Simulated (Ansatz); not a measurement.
Geometry optimisation, RKS LDA/def2-SVP (Ansatz).

input.yaml

```yaml
crystal:
  periodic: [false, false, false]
  atoms:
    - { symbol: Al, position_ang: [0.0, 0.0, 0.0] }
    - { symbol: F, position_ang: [0.0, 0.0, 2.04] }
    - { symbol: C, position_ang: [1.706, 0.0, -0.985] }
    - { symbol: H, position_ang: [2.0356, -1.0462, -1.1552] }
    - { symbol: H, position_ang: [1.5695, 0.508, -1.9624] }
    - { symbol: H, position_ang: [2.4756, 0.5381, -0.3932] }
    - { symbol: C, position_ang: [-1.706, 0.0, -0.985] }
    - { symbol: H, position_ang: [-2.2662, -0.9305, -0.7558] }
    - { symbol: H, position_ang: [-2.3102, 0.8797, -0.6796] }
    - { symbol: H, position_ang: [-1.5043, 0.0508, -2.0753] }
    - { symbol: H, position_ang: [0.0834, 1.7631, 0.5865] }
    - { symbol: H, position_ang: [0.0624, 1.3199, 1.5347] }
basis:
  gaussian: { orbitals: def2-SVP }
hamiltonian:
  xc: lda
relax:
  f_tol: 0.15
  max_steps: 25
  restrain:
    - { distance: [0, 10], at: 1.56, k: 30.0 }
    - { distance: [11, 1], at: 0.92, k: 30.0 }
    - { distance: [0, 1], at: 2.89, k: 30.0 }
    - { distance: [11, 10], at: 1.86, k: 30.0 }
```

Launched with:

```bash
$ ansatz run input.yaml --threads 2 --pin off --max-ram 3072MiB --backend cpu --events-out ev --progress --plain --runs-dir out
```

Problem. Where does it end, and by what steps?

Solution. The run converged. The restraints hold the end off the free minimum. After 8 steps the energy has risen by 0.318 eV (the restraints' own energy left out); Al1 moved furthest, 0.80 Å. Parted: Al1–F2. Joined: F2–H12.

| step | energy less start (eV) | largest force component (eV/Å) | accepted |
| --- | --- | --- | --- |
| 0 | 0.0000 | 2.264 | yes |
| 1 | 0.5513 | 2.222 | yes |
| 2 | 0.5297 | 1.679 | yes |
| 3 | 0.6432 | 2.179 | yes |
| 4 | 0.4073 | 0.541 | yes |
| 5 | 0.4166 | 1.127 | no |
| 6 | 0.3545 | 0.530 | yes |
| 7 | 0.3286 | 0.553 | yes |
| 8 | 0.3182 | 0.648 | yes |

```xyz
12
Properties=species:S:1:pos:R:3
Al 0.021 0.662 -0.439
F -0.023 0.159 2.391
C 1.729 -0.006 -1.070
H 1.744 -1.108 -1.218
H 1.954 0.447 -2.064
H 2.569 0.268 -0.397
C -1.705 0.024 -1.049
H -1.898 -1.018 -0.708
H -2.543 0.657 -0.689
H -1.750 -0.002 -2.162
H 0.047 1.950 0.478
H 0.000 1.050 2.097
```

Run time: 34 s on 2 threads of Intel(R) Xeon(R) Processor @ 2.50GHz (Skylake/Cascade Lake), with other jobs on the host, peak memory 0.14 GiB.
